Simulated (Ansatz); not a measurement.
`N[CH]1[SiH2][GeH2]1`, relaxed with RKS PBE0-D4/def2-TZVP in Ansatz from a PBE-D4/def2-SVP geometry. The force threshold is 0.005 eV/Å; the program also tests the step.

Total charge 0; spin multiplicity 1.

Start:

```xyz
11

N     0.403    1.487    0.598
C     0.130    0.496   -0.424
Si    0.887   -1.239   -0.064
Ge   -1.382   -0.776    0.083
H    -0.260    2.271    0.541
H     1.346    1.883    0.490
H     0.121    0.800   -1.498
H     1.413   -2.011   -1.240
H     1.752   -1.341    1.156
H    -2.061   -0.412    1.418
H    -2.351   -1.157   -1.059
```

```json
{"step": "1", "energy (eV)": "-67023.2689", "largest force (eV/Å)": "0.757", "largest move (Å)": "0.000"}
{"step": "2", "energy (eV)": "-67023.3054", "largest force (eV/Å)": "0.307", "largest move (Å)": "0.024"}
{"step": "3", "energy (eV)": "-67023.3098", "largest force (eV/Å)": "0.046", "largest move (Å)": "0.013"}
{"step": "4", "energy (eV)": "-67023.3100", "largest force (eV/Å)": "0.027", "largest move (Å)": "0.004"}
{"step": "5", "energy (eV)": "-67023.3101", "largest force (eV/Å)": "0.016", "largest move (Å)": "0.003"}
{"step": "6", "energy (eV)": "-67023.3101", "largest force (eV/Å)": "0.009", "largest move (Å)": "0.007"}
{"step": "7", "energy (eV)": "-67023.3101", "largest force (eV/Å)": "0.008", "largest move (Å)": "0.002"}
{"step": "8", "energy (eV)": "-67023.3101", "largest force (eV/Å)": "0.003", "largest move (Å)": "0.003"}
```

End:

```xyz
11

N     0.407    1.489    0.578
C     0.129    0.481   -0.417
Si    0.874   -1.229   -0.064
Ge   -1.372   -0.776    0.082
H    -0.250    2.257    0.533
H     1.343    1.865    0.482
H     0.112    0.781   -1.470
H     1.414   -1.979   -1.224
H     1.725   -1.326    1.145
H    -2.046   -0.431    1.408
H    -2.336   -1.132   -1.052
```

It took 13 s on 4 threads of an AMD EPYC 9R45 on a shared host, with 0.54 GiB of host memory at the peak.
